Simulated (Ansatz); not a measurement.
Reaction (redistribution): `[Cl][SnH3]` + `FB(F)[Si](Cl)(Cl)Cl` → `[Cl][SnH2][Si](Cl)(Cl)Cl` + `FBF`

Gas-phase electronic energies from Ansatz, PBE0-D4/def2-TZVP geometries. CBS: MP2 limit from def2 TZ/QZ plus the TZ coupled-cluster correction, frozen cores. This one scheme is used for every species. Elements past krypton have def2 core potentials. For Sn outer-core shells are correlated without core-valence functions, which leaves a few kJ/mol of doubt a bond. One conformer a species, not always the lowest.

`[Cl][SnH3]`:

Z-matrix (Å, degrees):
```
Sn
Cl 1 2.334
H 1 1.700 2 106.1
H 1 1.700 2 106.1 3 -120.0
H 1 1.700 2 106.1 3 120.0
```

`FB(F)[Si](Cl)(Cl)Cl`:

Cartesian coordinates in Å:
```
F 0.151 0.493 2.195
B 0.478 0.695 0.940
F 1.329 1.658 0.671
Si -0.297 -0.432 -0.561
Cl -1.509 -1.889 0.173
Cl 1.220 -1.293 -1.611
Cl -1.372 0.767 -1.807
```

`[Cl][SnH2][Si](Cl)(Cl)Cl`:

Cartesian coordinates in Å:
```
Cl 1.143 -2.607 -0.259
Sn 1.276 -0.281 -0.135
Si -1.159 0.478 0.136
Cl -2.273 -0.112 -1.464
Cl -1.232 2.517 0.266
Cl -1.969 -0.311 1.829
H 1.977 0.241 -1.595
H 2.238 0.076 1.222
```

`FBF`:

Z-matrix (Å, degrees):
```
B
F 1 1.313
F 1 1.313 2 118.1
H 1 1.191 2 121.0 3 180.0
```

```csv
species,CCSD(T)/CBS(def2) energy (Eh)
`[Cl][SnH3]`,-675.62576
`FB(F)[Si](Cl)(Cl)Cl`,-1893.06705
`[Cl][SnH2][Si](Cl)(Cl)Cl`,-2343.62028
`FBF`,-225.09427
```

Problem. Work out ΔE.

Solution. ΔE = (-2343.62028) + (-225.09427) − (-675.62576) − (-1893.06705) = -0.02174 Eh = -57.1 kJ/mol.

Largest T1 diagnostic among the species: 0.013.

The D4 term adds −6.7 kJ/mol with B3LYP and −4.0 kJ/mol with PBE0; it sums over pairs of atoms, weighted by their polarisabilities, and B3LYP, whose exchange is more repulsive, gets the larger term. At CCSD(T), def2-SVP lies +11.1 kJ/mol from the extrapolated value and def2-TZVPP +9.2 kJ/mol.

B3LYP here is the variant with VWN-RPA as its local correlation; programs differ in this.
